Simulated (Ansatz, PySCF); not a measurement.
Energy difference R1 + R2 → P1 + P2, each structure at its B3LYP-D3(BJ)/def2-TZVP stationary point, reached from a drawn start (curvature not checked).
R1, H2O (SMILES O) (charge 0, multiplicity 1, Z-matrix in Å and degrees):
```
O
H 1 0.9627
H 1 0.9627 2 105.24
```
R2: Cl4Ti (SMILES [Cl][Ti]([Cl])([Cl])[Cl]), charge 0, multiplicity 1.
P1: Cl3HOTi (SMILES [OH][Ti]([Cl])([Cl])[Cl]), charge 0, multiplicity 1.
P2, HCl (SMILES Cl) (charge 0, multiplicity 1):
```xyz
2

Cl     0.0000     0.0000     0.6410
H      0.0000     0.0000    -0.6410
```

P less R. No zero-point or thermal terms; no spin–orbit coupling. One arrangement of each flexible species, with no search for the lowest.

Cores are frozen in the correlated methods.

The values were computed with Ansatz (Gaussian orbitals); PySCF for M06-2X. Each number belongs to the level named beside it.

**Question.** What reaction energy does M06-2X/def2-TZVPP give?

**Answer.** 3.2 kcal/mol

**Question.** Predict the reaction energy from BHLYP/def2-TZVPP.

**Answer.** 2.4 kcal/mol

**Question.** Predict the reaction energy from CCSD(T)/def2-TZVPP.

**Answer.** 4.1 kcal/mol

Ansatz is a program for electronic structure.
